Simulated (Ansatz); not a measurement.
Ansatz (a quantum-chemistry and plane-wave program) input for Y(OH) (HOY), SMILES [Y][OH], PBE/def2-TZVPD. The structure is a stationary point at PBE0-D3(BJ)/def2-TZVPD. The multiplicity is an assumed one; other spin states were not compared. The def2 effective core potentials stand for the cores of Y; spin–orbit coupling is left out.

Ansatz 0.2 input:
```yaml
crystal:
  periodic: [false, false, false]
  atoms:
    - {symbol: Y, position_ang: [0.00000000, 0.00000000, 0.38349953]}
    - {symbol: O, position_ang: [0.00000000, 0.00000000, -1.55579079]}
    - {symbol: H, position_ang: [0.00000000, 0.00000000, -2.51015539]}
basis:
  gaussian:
    orbitals: def2-TZVPD
hamiltonian:
  xc: {name: PBE}
```

It prints:

```
WARN ansatz: RAYON_NUM_THREADS=1 ignored (pool sized by the plan → 1); use --threads N
Functional definition: PBE
integrals: 0.02 GiB planned
571 factors; their error is unknown
mean field: 0.19 GiB planned
mean field evaluation 1: about -3095.6765 eV, gradient 7.5e1 eV
mean field evaluation 2: about -2916.1809 eV, gradient 2.3e2 eV
mean field evaluation 4: about -3104.2435 eV, gradient 1.8e1 eV
mean field evaluation 8: about -3105.2892 eV, gradient 1.2e-1 eV
mean field evaluation 16: about -3105.2856 eV, gradient 1.4e-4 eV
mean field evaluation 32: about -3101.9629 eV, gradient 3.6e-2 eV
mean field -3105.28555740 eV, -114.1171393964 hartree, gradient 5.5e-6 eV, S^2 0.000000; 4 other end points of the search recorded, 0 dependent functions left out
reference -3105.28559489 eV, -114.1171407740 hartree; 10, 10 occupied and 79, 79 virtual orbitals, 571 factors
Total energy: -3105.28559489 eV, -114.1171407740 hartree
```

The run converged.

Cost: about 1.8 core-seconds (a rough figure).
